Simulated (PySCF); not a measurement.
Cost of one run: shielding job, `BP[SiH2]O`.

Method: GIAO BHandHLYP/pcSseg-2 NMR shielding, non-relativistic, gas phase (PySCF 2.14.0, density-fitted response routines). Geometry: PBE0-D3(BJ)/def2-SVP. Work: shieldings, density fitting. The command runs a driver script over a list of jobs; the input below is this job's line of settings and its coordinates in Å.

Command:
```bash
OMP_NUM_THREADS=1 python probes_run.py task.json out
```

Input:
```
{"job": {"kind": "nmr", "xc": "BHandHLYP", "basis": "pcSseg-2", "pop": false}, "charge": 0, "multiplicity": 1}
B      2.007829    -0.187431    -0.676229
P      0.594611    -0.916951     0.261397
Si    -1.100741     0.547084     0.164168
O     -2.534812    -0.148152     0.640821
H      3.139023    -0.340570    -0.287511
H      1.780614     0.330663    -1.742550
H      0.972455    -1.024536     1.624476
H     -1.102727     0.978279    -1.266497
H     -0.916849     1.707419     1.074104
H     -2.786203    -0.959678     0.189020
```

Hardware: an Intel Xeon Platinum 8259CL at 2.50 GHz with one thread, shared host with 96 logical CPUs at a one-minute load of 39. PySCF's memory limit was set to 1760 MB.

**Question.** How large is the basis?

**Answer.** 242 functions for 48 electrons, with 716 fitting functions; the fitted three-index integrals, 716 × 242 × 243/2 numbers of 8 bytes, come to 160 MiB.

**Question.** How long does the run take?

**Answer.** About 26 s. The SCF took 12 cycles.

**Question.** How much memory does it need at the peak?

**Answer.** About 1.1 GiB. Peak memory is the resident size of the whole Python process, interpreter and libraries included.

**Question.** At this speed, how long would 1000 such jobs take on 8 cores, one job a core?

**Answer.** 1000/8 gives 125 rounds of 26 s, about 54 min of wall time and 7.2 core-hours, if the jobs don't slow each other.

The SCF part of the output:
```
coarse grid: 9144 points
cycle   1  E = -734.4921416878  dE =  9.843e-02  |g| = 6.621e-01  |ddm| = 2.155e+00
cycle   2  E = -734.4606403937  dE =  3.150e-02  |g| = 8.088e-01  |ddm| = 7.368e-01
cycle   3  E = -734.5759725555  dE = -1.153e-01  |g| = 5.251e-02  |ddm| = 4.370e-01
cycle   4  E = -734.5765994858  dE = -6.269e-04  |g| = 1.820e-02  |ddm| = 5.699e-02
cycle   5  E = -734.5766913319  dE = -9.185e-05  |g| = 4.610e-03  |ddm| = 2.064e-02
cycle   6  E = -734.5766981759  dE = -6.844e-06  |g| = 9.883e-04  |ddm| = 5.795e-03
final grid: 78504 points
cycle   7  E = -734.5805976759  dE = -1.653e-05  |g| = 1.387e-03  |ddm| = 1.056e-02
cycle   8  E = -734.5805979058  dE = -2.299e-07  |g| = 8.184e-04  |ddm| = 1.670e-03
cycle   9  E = -734.5805980178  dE = -1.120e-07  |g| = 3.240e-04  |ddm| = 5.810e-04
cycle  10  E = -734.5805980371  dE = -1.936e-08  |g| = 8.852e-05  |ddm| = 2.177e-04
cycle  11  E = -734.5805980389  dE = -1.724e-09  |g| = 1.913e-05  |ddm| = 8.234e-05
cycle  12  E = -734.5805980390  dE = -1.628e-10  |g| = 8.312e-06  |ddm| = 2.832e-05
converged SCF energy = -734.5805980390
```

On the final grid dE counts from the start density on that grid.

Times come from a shared host and carry two figures at best.
